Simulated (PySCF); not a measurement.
Bonding in `P[Si](P)(P)P`

H8P4Si.
SMILES with atom numbers: `[PH2:1][Si:2]([PH2:3])([PH2:4])[PH2:5]` (hydrogens: H6, H7 on P1; H8, H9 on P3; H10, H11 on P4; H12, H13 on P5)

Structure used (GFN2-xTB), in Å, numbered top down from 1:
```xyz
13
H8P4Si angstrom
P     -0.824   -0.744    2.021
Si     0.166   -0.040    0.084
P      2.022   -1.334   -0.197
P      0.717    2.149    0.452
P     -1.040   -0.271   -1.860
H     -1.208   -1.966    1.493
H     -2.048   -0.167    1.723
H      2.673   -0.783    0.891
H      2.613   -0.445   -1.076
H     -0.565    2.618    0.212
H      1.095    2.359   -0.865
H     -2.213    0.213   -1.299
H     -1.392   -1.586   -1.598
```

Bond orders from the PBE0/pcSseg-1 density (PySCF). Isolated species at its GFN2-xTB geometry, gas phase.

(1) How far do the computed orders between heavy atoms stray from the drawn ones?

(2) Give the Mayer order of every bond between heavy atoms, beside its length.

Results:

(1) The largest departure is 0.064, at Si2–P5 (drawn single, 0.936).

(2) 
| bond | drawn as | length (Å) | Mayer order |
| --- | --- | --- | --- |
| P1–Si2 | single | 2.286 | 0.962 |
| Si2–P3 | single | 2.280 | 0.983 |
| Si2–P4 | single | 2.287 | 0.963 |
| Si2–P5 | single | 2.299 | 0.936 |

Bonds between the same two heavy elements. P–Si: lowest Si2–P5 (0.936, 2.299 Å), highest Si2–P3 (0.983, 2.280 Å).

Q: And the bonds to hydrogen?

A: H–P: 0.92 to 0.93 (8 bonds).

Q: Sum the orders of all bonds at each heavy atom with more than one neighbour and set the sums beside the valence in the SMILES.

A: P1 2.812 (drawn 3), Si2 3.844 (drawn 4), P3 2.830 (drawn 3), P4 2.807 (drawn 3), P5 2.784 (drawn 3). Orders between atoms that aren't bonded are not in these sums.

Mayer orders depend on the basis set.
